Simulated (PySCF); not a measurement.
Compound: C7H16N2Si.
Atom-mapped SMILES: `[CH2:1]1[CH2:2][CH2:3][N:4]([C@H:5]2[CH2:6][CH2:7][NH:8][SiH2:9]2)[CH2:10]1`

NICS is the negative of the GIAO shielding at a point without a nucleus: at the ring centre (0) and 1 Å above and below it (1); zz is the component along the ring normal. Level: GIAO PBE0/pcSseg-1 (PySCF, non-relativistic, gas phase) on the PBE0-D3(BJ)/def2-SVP geometry, one conformer.

Ring bond lengths (Å), with Mayer bond orders in brackets: C1–C2 1.544 (1.03), C2–C3 1.534 (1.04), C3–N4 1.450 (0.95), N4–C10 1.446 (0.96), C10–C1 1.526 (1.05); C5–C6 1.535 (1.01), C6–C7 1.527 (1.04), C7–N8 1.451 (0.96), N8–Si9 1.732 (1.01), Si9–C5 1.907 (0.87).

Question: Give the NICS values of each ring in ppm.

Answer: 
| ring | type | NICS(0) | NICS(1), two faces | NICS(1)zz, two faces | rms pucker (Å) | centre to ring atoms, mean (Å) |
| --- | --- | --- | --- | --- | --- | --- |
| C1–C2–C3–N4–C10 | 5-membered ring with N; formal bonds all single | -7.7 | -4.3 / -4.1 | -3.7 / -4.1 | 0.18 | 1.25 |
| C5–C6–C7–N8–Si9 | 5-membered ring with N and Si; formal bonds all single | -6.5 | -3.5 / -3.3 | -2.6 / -1.1 | 0.17 | 1.36 |

Question: What do they say, and how far can they be read as aromaticity?

Answer: 
- C1–C2–C3–N4–C10: mean NICS(1)zz -3.9 ppm, shielded. C1, C2, C3, C10 have four or more neighbours, so the value isn't read as a sign of a π ring current.
- C5–C6–C7–N8–Si9: mean NICS(1)zz -1.9 ppm, near zero. C5, C6, C7, Si9 have four or more neighbours, so the value isn't read as a sign of a π ring current.

Question: At the first NICS(1) probe listed for ring C1–C2–C3–N4–C10, 1 Å off the ring, how large is the induced field along the normal in 1 T applied along it?

Answer: NICSzz × B0 = -3.7 ppm × 1 T = -4 μT, against the applied field.

Question: Give the inner angles of the rings and the Hirshfeld charges of the ring atoms.

Answer: 
- C1–C2–C3–N4–C10: C1 103.8° (-0.069 e), C2 104.5° (-0.068 e), C3 104.2° (-0.028 e), N4 104.9° (-0.096 e), C10 103.5° (-0.028 e); sum 520.8° against 540° for a flat convex ring.
- C5–C6–C7–N8–Si9: C5 101.2° (-0.068 e), C6 109.1° (-0.075 e), C7 106.8° (-0.023 e), N8 113.8° (-0.248 e), Si9 93.3° (+0.350 e); sum 524.1° against 540° for a flat convex ring.

Question: What are the shieldings of the ring atoms and their hydrogens in the same run (means over atoms taken as equivalent)?

Answer: 
```csv
atoms,environment,σ isotropic (ppm),"principal values of the symmetric part, first atom (ppm)"
C1 (×2),ring CH2 carbon,159.0,"133.1, 167.8, 174.8"
C3 (×2),sp3 carbon bound to nitrogen,127.4,"98.2, 120.2, 168.7"
N4,tertiary amine nitrogen,190.9,"139.0, 192.6, 241.0"
C5,sp3 carbon bound to nitrogen,132.0,"104.8, 118.6, 172.6"
C6,ring CH2 carbon,148.1,"131.1, 152.3, 161.0"
C7,sp3 carbon bound to nitrogen,137.5,"114.8, 131.5, 166.1"
N8,silicon-bound nitrogen,244.0,"192.3, 231.7, 308.1"
Si9,SiH2 silicon,375.5,"345.1, 349.8, 431.5"
H on C1 (×2),methylene hydrogen,29.59,"24.6, 27.1, 36.7"
H on C1 (×2),methylene hydrogen,29.63,"25.2, 27.0, 37.2"
H on C3 (×2),methylene hydrogen,29.23,"24.7, 29.7, 34.9"
H on C3 (×2),methylene hydrogen,28.83,"22.7, 28.6, 33.4"
H on C5,methine hydrogen,29.44,"26.0, 29.6, 32.7"
H on C6,methylene hydrogen,29.32,"24.0, 29.4, 34.6"
```

The list is cut; further classes of hydrogen are left out.

Question: How do the values depend on the level or the medium?

Answer: 
| level | NICS(0), C1–C2–C3–N4–C10 | mean NICS(1)zz, C1–C2–C3–N4–C10 | NICS(0), C5–C6–C7–N8–Si9 | mean NICS(1)zz, C5–C6–C7–N8–Si9 |
| --- | --- | --- | --- | --- |
| PBE0/pcSseg-1, gas | -7.7 | -3.9 | -6.5 | -1.9 |
| PBE0/pcSseg-1, IEF-PCM chloroform | -7.7 | -3.9 | -6.5 | -1.9 |
| PBE0/pcSseg-1, IEF-PCM dichloromethane | -7.7 | -3.9 | -6.5 | -1.9 |

The geometry is the same throughout; the continuum's cavity takes Bondi-type radii × 1.2.
